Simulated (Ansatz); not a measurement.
CdH2 (SMILES [CdH2]) moved off its minimum; all values from Ansatz (a first-principles code), cores frozen in correlated methods. Elements past Kr take the def2 small-core potentials, without spin–orbit coupling.
(charge 0, multiplicity 1)
```xyz
3

Cd     0.01801    -0.00780     0.00631
H     -0.03123    -0.02923     1.67902
H      0.01475    -0.05646    -1.72690
```

Forces at wB97M-V/def2-TZVPP (eV/Å):

```
atom      Fx      Fy      Fz
----  ------  ------  ------
Cd1   -0.073  -0.111  -0.655
H2     0.036   0.047  -0.013
H3     0.036   0.064   0.669
```

Problem. Give the forces (eV/Å), the total energy and the dipole at CCSD(T)/def2-TZVPPD.

Solution. 
```csv
atom,Fx,Fy,Fz
Cd1,-0.069,-0.107,-0.644
H2,0.035,0.045,-0.007
H3,0.035,0.062,0.651
```
Energy -168.4550 hartree, dipole 0.18 D.
